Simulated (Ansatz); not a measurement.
CH5FO3Si, SMILES `OC(O)(O)[SiH2]F`, relaxed with RKS PBE-D4/def2-SVP in the Gaussian-basis code of Ansatz from a rough embedded geometry. The force threshold is 0.03 eV/Å; the program also tests the step.

Charge 0, multiplicity 1.

Start:

```xyz
11

O     0.744    0.751   -1.214
C     0.119   -0.144   -0.376
O     1.073   -1.194   -0.312
O    -0.954   -0.702   -1.170
Si   -0.480    0.525    1.379
F     0.768    1.163    2.160
H     1.682    0.537   -1.093
H     0.541   -1.945   -0.736
H    -0.869   -0.057   -2.002
H    -1.534    1.614    1.183
H    -1.089   -0.548    2.182
```

By how much does the energy fall, and how many steps does the optimiser take? (Estimate.)

The calculation gave: 0.63 eV, in 19 steps, 3 of them rejected.

Which bonds change most? (Estimate.)

Ansatz gave: O4–H9 from 1.057 to 0.978 Å; C2–Si5 from 1.972 to 1.925 Å; Si5–F6 from 1.605 to 1.650 Å; O1–C2 from 1.376 to 1.421 Å.

Give the relaxed structure. (Best estimate.)

Computed: 
```xyz
11

O     0.864    0.586   -1.202
C     0.110   -0.321   -0.409
O     0.803   -1.483   -0.106
O    -1.022   -0.653   -1.182
Si   -0.467    0.495    1.236
F     0.847    1.212    1.932
H     1.619    0.884   -0.657
H     0.956   -1.940   -0.963
H    -1.216    0.130   -1.734
H    -1.441    1.584    0.889
H    -1.053   -0.493    2.197
```
